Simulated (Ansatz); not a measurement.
Geometry optimisation, RKS PBE0/def2-SVP (Ansatz 0.2.0).

input.yaml

```yaml
crystal:
  periodic: [false, false, false]
  atoms:
    - { symbol: Al, position_ang: [-0.044401, -0.153981, -0.103934] }
    - { symbol: F, position_ang: [-0.128318, -0.394091, 1.563068] }
    - { symbol: "N", position_ang: [1.571933, 0.032789, -0.794979] }
    - { symbol: H, position_ang: [1.788528, 0.219965, -1.767412] }
    - { symbol: H, position_ang: [2.428178, -0.125693, -0.271301] }
    - { symbol: "N", position_ang: [-1.548269, -0.276646, -1.022773] }
    - { symbol: H, position_ang: [-2.461194, -0.287489, -0.58261] }
    - { symbol: H, position_ang: [-1.645252, -0.184531, -2.026151] }
    - { symbol: S, position_ang: [-0.135991, 2.871357, 1.561424] }
    - { symbol: H, position_ang: [1.18978, 2.755026, 1.32193] }
    - { symbol: H, position_ang: [-0.176294, 1.635394, 2.176339] }
basis:
  gaussian: { orbitals: def2-SVP }
hamiltonian:
  xc: pbe0
relax:
  f_tol: 0.03
  max_steps: 50
```

Run as:

```bash
$ ansatz run input.yaml --threads 2 --pin off --max-ram 3072MiB --backend cpu --events-out ev --progress --plain --runs-dir out
```

Task: Where does it end, and by what steps?

Result: The forces met the threshold. After 16 steps the energy has fallen by 0.179 eV; H10 moved furthest, 1.10 Å. Joined: Al1–S9 (3.45 → 2.60 Å).

```
step  energy less start (eV)  largest force component (eV/Å)  accepted
   0                  0.0000                           0.723       yes
   1                 -0.0530                           0.403       yes
   2                 -0.0860                           0.496       yes
   3                 -0.1159                           0.407       yes
   4                 -0.1300                           0.282       yes
   5                 -0.1374                           0.188       yes
   6                 -0.1377                           0.377       yes
   7                 -0.1455                           0.183       yes
   8                 -0.1498                           0.147       yes
   9                 -0.1551                           0.403       yes
  10                 -0.1626                           0.318       yes
  11                 -0.1707                           0.231       yes
  12                 -0.1728                           0.144       yes
  13                 -0.1773                           0.135       yes
  14                 -0.1781                           0.059       yes
  15                 -0.1785                           0.036       yes
  16                 -0.1789                           0.015       yes
```

```xyz
11
Properties=species:S:1:pos:R:3
Al -0.163 0.044 0.129
F -0.152 -0.748 1.609
N 1.509 0.431 -0.494
H 1.695 0.606 -1.477
H 2.303 -0.074 -0.107
N -1.526 -0.128 -0.992
H -2.492 -0.243 -0.709
H -1.461 -0.123 -2.002
S -0.156 2.415 1.208
H 0.998 2.033 0.521
H 0.284 1.879 2.368
```

Whether the end is a true minimum wasn't checked by a vibrational analysis.

Run time: 49 s on 2 threads of Arm Neoverse V2, with other jobs on the host, peak memory 0.24 GiB.
